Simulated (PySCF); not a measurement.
Predicted microwave data (PBE0/pcSseg-1 in PySCF (dipole) on a GFN2-xTB geometry, gas phase) for one isomer of C6H11N3Si:

* Rotational constants: A = 2047, B = 768.1, C = 684.0 MHz
* Dipole components: |μa| = 0.48 D, |μb| = 2.20 D, |μc| = 0.00 D
* Inertial defect: -166.02 u·Å²
* κ: -0.88

**Question.** Which candidate fits, each taken in the one conformer that was computed?
A. `[CH2:1]=[CH:2][c:3]1[n:4][cH:5][n:6][n:7]1[SiH:8]([CH3:9])[CH3:10]` with C1–C2–C3–N4 2°, N6–N7–Si8–C9 -109°
B. `C[Si](C)(C)c1nccnn1`
C. `[CH3:1][CH:2]([CH3:3])[c:4]1[n:5][n:6][n:7][cH:8][c:9]1[SiH3:10]` with C1–C2–C4–N5 72°
D. `[CH2:1]=[CH:2][c:3]1[cH:4][n:5][n:6][n:7]1[SiH:8]([CH3:9])[CH3:10]` with C1–C2–C3–C4 3°, N6–N7–Si8–C9 11°

**Answer.** B. It is C[Si](C)(C)c1nccnn1, an asymmetric top. The candidates at the same level (rigid rotor, commonest isotopes):

```json
{"SMILES": "C=Cc1cnnn1[SiH](C)C", "A (MHz)": "1672", "B (MHz)": "921.3", "C (MHz)": "655.1", "μa (D)": "0.52", "μb (D)": "4.16", "μc (D)": "0.39", "Δ (u·Å²)": "-79.31", "point group": "C1", "rotor": "asymmetric top"}
{"SMILES": "C=Cc1ncnn1[SiH](C)C", "A (MHz)": "1738", "B (MHz)": "906.6", "C (MHz)": "658.7", "μa (D)": "1.92", "μb (D)": "2.35", "μc (D)": "0.13", "Δ (u·Å²)": "-80.97", "point group": "C1", "rotor": "asymmetric top"}
{"SMILES": "C[Si](C)(C)c1nccnn1", "A (MHz)": "2047", "B (MHz)": "768.1", "C (MHz)": "684.0", "μa (D)": "0.48", "μb (D)": "2.20", "μc (D)": "0.00", "Δ (u·Å²)": "-166.02", "point group": "near Cs", "rotor": "asymmetric top"}
{"SMILES": "CC(C)c1nnncc1[SiH3]", "A (MHz)": "1287", "B (MHz)": "1141", "C (MHz)": "697.1", "μa (D)": "0.62", "μb (D)": "4.94", "μc (D)": "0.05", "Δ (u·Å²)": "-110.36", "point group": "C1", "rotor": "asymmetric top"}
```

`C=Cc1cnnn1[SiH](C)C` has B 20 % too high; `CC(C)c1nnncc1[SiH3]` has B 49 % too high; `C=Cc1ncnn1[SiH](C)C` has B 18 % too high. No structure here is proved a minimum.
